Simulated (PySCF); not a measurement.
SiNH$_{3}$F$_{2}$, closed shell: harmonic vibrations.

run.py

```python
import json, numpy as np
from pyscf import gto, scf, dft, mp, cc
EV, BOHR = 27.211386245988, 0.529177210903
mol = gto.M(atom="""
Si -0.582579 -0.242850 -0.113490
N 0.966833 0.388524 0.067567
H -0.725445 -1.507849 -0.851264
F -1.168264 -0.490621 1.339402
F -1.479361 0.815412 -0.883281
H 1.547571 0.187333 0.862327
H 1.442553 0.905789 -0.650307
""", basis="def2-tzvp", charge=0, spin=0, max_memory=7225, verbose=0)
def mean_field(mol, dm=None):
    mf = dft.RKS(mol, xc="pbe0").density_fit()
    mf.conv_tol = 1e-9; mf.grids.level = 4
    mf.kernel(dm0=dm)
    if not mf.converged: mf = mf.newton().run(mf.mo_coeff, mf.mo_occ)
    assert mf.converged
    return mf
def d4(mol):
    from pyscf.dispersion.dftd4 import DFTD4Dispersion
    real = gto.M(atom=[(mol.atom_pure_symbol(i), mol.atom_coord(i)) for i in range(7)], unit='B', charge=mol.charge, spin=None, basis='def2-svp', verbose=0)
    r = DFTD4Dispersion(real, xc="pbe0", atm=True).get_dispersion(grad=True); return r["energy"], r["gradient"]
def energy_and_gradient(mol, dm=None):
    mf = mean_field(mol, dm); e, g = d4(mol)
    return mf, (mf.e_tot + e) * EV, (mf.nuc_grad_method().kernel()[:7] + g) * EV / BOHR
out = {}
from pyscf.hessian import thermo
mf = mean_field(mol); n = mol.natm; h = mf.Hessian().kernel(); x0 = mol.atom_coords()
for i in range(n):
    for a in range(3):
        g = []
        for s in (1, -1):
            x = x0.copy(); x[i, a] += s * 0.005; g.append(d4(mol.set_geom_(x, unit='B', inplace=False))[1])
        h[i, :, a, :] += (g[0] - g[1]) / 0.01
for i in range(n): h[i, i] -= h[i].sum(0)  # translational sum rule: the analytic Hessian lacks the grid's response
w = thermo.harmonic_analysis(mol, h, imaginary_freq=False)['freq_wavenumber']; r = w[w > 0] * 1.239842e-4; T = [298.15, 498.15, 698.15, 898.15]
print("Vibrations: " + " ".join(f"{a:.2f}" for a in w) + f" cm⁻¹, zero-point energy {r.sum() / 2:.6f} eV")
A = [r.sum() / 2 + 8.617333e-5 * t * np.log(1 - np.exp(-r / 8.617333e-5 / t)).sum() for t in T]
out.update(energy=(mf.e_tot + d4(mol)[0]) * EV, converged=True, hessian=(h.transpose(0, 2, 1, 3).reshape(3 * n, -1) * EV / BOHR**2).round(5).tolist(), temperatures=T, free_energy=A)
out['s2'] = mf.spin_square()[0]; out['nelec'] = mol.nelec
print(f"Total energy {out['energy']:.6f} eV, <S^2> {out['s2']:.4f}")
json.dump(out, open("out.json", "w"), default=float)
```

Command:

```bash
OMP_NUM_THREADS=4 python run.py
```

It printed (PySCF 2.14):

```
Vibrations: -66.95 180.68 280.60 311.15 408.44 746.16 829.11 848.68 867.23 966.87 992.21 1574.22 2295.14 3638.94 3737.23 cm⁻¹, zero-point energy 1.095814 eV
Total energy -14848.143682 eV, <S^2> 0.0000
```

Time: 95 s of wall clock on 4 CPU threads of an Intel Xeon 6975P-C; the host was shared. Peak host memory: 2 GiB.
